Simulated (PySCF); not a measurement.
Vertical excitations of a molecule C5H6OSi from TDA-PBE/def2-SVPD in PySCF 2.14.0, as energy in eV (oscillator strength): 5.39 (0.003), 5.58 (0.003), 5.58 (0.007), 5.74 (0.005), 5.86 (0.004), 6.00 (0.010), 6.20 (0.086), 6.28 (0.026), 6.36 (0.024), 6.53 (0.000). Lowest triplet (TDA): 4.70 eV. The structure is a stationary point at PBE0-D3(BJ)/def2-SVP. Other conformers were not sampled.

Task: Identify the compound among the candidates.
A. C#C[C@]1([SiH3])C=CO1
B. O=C1C=C[SiH2]C=C1
C. C#C/C=C/[SiH2]C=O
D. C#C[Si](C)(O)C#C

Result: D, C#C[Si](C)(O)C#C
